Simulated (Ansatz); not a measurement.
A structure relaxed at PBE-D4/def2-SVP in Ansatz, charge 1, singlet:

```
atom   x (Å)   y (Å)   z (Å)
 Sn1   0.976   0.671   0.633
 Sn2   1.644   0.752  -2.129
 Sn3  -0.190  -2.145   0.908
 Sn4  -1.634   1.060   1.461
 Sn5  -3.250  -1.231   0.528
  H6   3.283   1.251  -2.236
  H7  -1.563  -1.640  -0.438
  H8   1.406  -0.845  -2.730
  H9  -1.599   1.076   3.218
 H10   2.259   1.007   1.750
 H11  -1.876  -1.813   1.884
 H12   0.543   1.856  -2.850
```

Task: Give its formula.

Result: Sn₅H₇⁺.

Task: Summarise the bond lengths by kind (pairs closer than 1.2 times the sum of covalent radii, bridged metal pairs left out).

Result: 4 × Sn–Sn 2.77 to 3.06 Å; 9 × H–Sn 1.72 to 2.02 Å.

In the def2 sets Sn takes a core potential; there is no spin–orbit coupling. The restricted singlet is unstable towards broken spin symmetry in Hartree–Fock (as tested in another run); at PBE-D4/def2-SVP this wasn't settled. The structure comes from a short search, and lower isomers may exist.
